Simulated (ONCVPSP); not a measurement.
# Logarithmic derivatives: niobium, ONCV

ONCVPSP 4.0.1 input, shortened (lines: element, Z, core and valence counts, functional; n l f; lmax; l rc ep ncon nbas qcut; lloc lpopt rc5 dvloc0; l nproj debl; icmod fcfact rcfact), PBE, scalar-relativistic:

```
  Nb 41.00    6    3        4      upf
    1    0    2.00
    2    0    2.00
    2    1    6.00
    3    0    2.00
    3    1    6.00
    3    2   10.00
    4    0    2.00
    4    1    6.00
    4    2    3.00
    3
    0    1.75    0.00    4    9    8.00
    1    2.15    0.00    4    8    7.50
    2    2.20    0.00    3    8    8.50
    3    1.90    0.24    4    7    5.50
    4    5    1.70    4.00
    0    1    1.00
    1    1    3.70
    2    2    3.80
    3    1    2.60
    0    0.00    0.00
```

The phase is arctan(r·R′/R) of the radial function R(r), unwrapped; energies in Ha, scanned from -4 to 5 Ha. A pole is an energy at which the radial function vanishes at the test radius. The pseudo phase is shifted by a multiple of π to meet the all-electron one at the reference energy, and phase errors are pseudo minus all-electron; the curves can meet again beyond the range given. Levels narrower than the energy grid can be missing from the lists of poles.

```tsv
channel	radius (bohr)	reference energy (Ha)	poles, all-electron	poles, pseudo	unbroken range about the reference energy with phases within 0.05 rad	phase error 1 Ha above the reference energy (rad)
s	1.77	-2.79	-2.27	-2.27, 2.66	below -0.7	-0.005
p	2.18	-1.91	-1.69, 3.20	-1.69, 3.19	the whole range	+0.001
d	2.24	-0.70	-0.16, 4.21	-0.16, 4.22	the whole range	+0.000
f	1.93	0.24	2.04	2.23	below 2.4	+0.013
```

Phases in the d channel:

```
E (Ha)  all-electron  pseudo
 -3.98         1.357   1.357
 -3.74         1.347   1.347
 -3.50         1.335   1.335
 -3.26         1.320   1.320
 -3.02         1.303   1.303
 -2.78         1.282   1.282
 -2.54         1.256   1.256
 -2.30         1.221   1.221
 -2.06         1.172   1.172
 -1.82         1.099   1.099
 -1.58         0.976   0.977
 -1.34         0.727   0.727
 -1.10         0.115   0.115
 -0.86        -0.796  -0.796
 -0.62        -1.256  -1.256
 -0.38        -1.460  -1.460
 -0.14        -1.580  -1.580
  0.10        -1.670  -1.670
  0.34        -1.755  -1.755
  0.58        -1.852  -1.852
  0.82        -1.989  -1.988
  1.06        -2.224  -2.222
  1.30        -2.706  -2.703
  1.54        -3.480  -3.477
  1.78        -4.016  -4.014
  2.02        -4.269  -4.269
  2.26        -4.404  -4.404
  2.50        -4.487  -4.487
  2.74        -4.543  -4.543
  2.98        -4.585  -4.585
  3.22        -4.618  -4.618
  3.46        -4.645  -4.645
  3.70        -4.669  -4.669
  3.94        -4.690  -4.690
  4.18        -4.710  -4.709
  4.42        -4.729  -4.728
  4.66        -4.747  -4.747
  4.90        -4.767  -4.766
```
